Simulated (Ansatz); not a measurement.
Relaxation of C₂H₄BNSSi (10 atoms, charge 0, multiplicity 1), to a largest force component of 0.015 eV/Å in at most 40 steps.

All numbers below come from RKS PBE0/6-31G (Ansatz 0.2.0).

```xyz
10
Properties=species:S:1:pos:R:3
C -2.132 0.118 2.101
C -1.262 0.819 1.678
S 0.058 1.790 1.067
B 0.755 0.411 -0.047
N 0.954 -0.311 -1.360
Si 2.046 -1.092 -0.274
H -2.963 -0.414 2.453
H 0.059 -0.920 -1.444
H 3.403 -0.547 -0.280
H 1.515 -2.225 0.451
```

Q: Where does it end, and by what steps?

A: The run converged. Limits of this set-up: no polarisation functions. After 19 steps the energy has fallen by 2.863 eV; H10 moved furthest, 1.67 Å.

```tsv
step	energy less start (eV)	largest force component (eV/Å)	accepted
0	0.0000	6.150	yes
1	-1.3457	3.575	yes
2	-2.1996	1.117	yes
3	-2.4735	0.472	yes
4	-2.5021	0.809	yes
5	-2.5508	0.252	yes
6	-2.5749	0.269	yes
7	-2.6107	0.636	yes
8	-2.6588	0.781	yes
9	-2.7249	0.757	yes
10	-2.7792	0.702	yes
11	-2.8054	0.801	yes
12	-2.8449	0.417	yes
13	-2.8570	0.145	yes
14	-2.8618	0.095	yes
15	-2.8629	0.036	yes
16	-2.8632	0.039	yes
17	-2.8633	0.039	yes
18	-2.8634	0.021	yes
19	-2.8634	0.013	yes
```

```xyz
10
Properties=species:S:1:pos:R:3
C -2.623 0.636 1.586
C -1.431 0.839 1.678
S 0.279 1.185 1.867
B 0.995 0.031 0.635
N 0.593 -0.913 -0.282
Si 2.435 -0.839 -0.378
H -3.670 0.459 1.505
H -0.249 -1.339 -0.633
H 2.970 -0.337 -1.687
H 3.133 -2.095 0.053
```

Run time: 69 s on 1 thread of Intel(R) Xeon(R) 6975P-C (Granite Rapids) (shared host), peak memory 0.21 GiB.
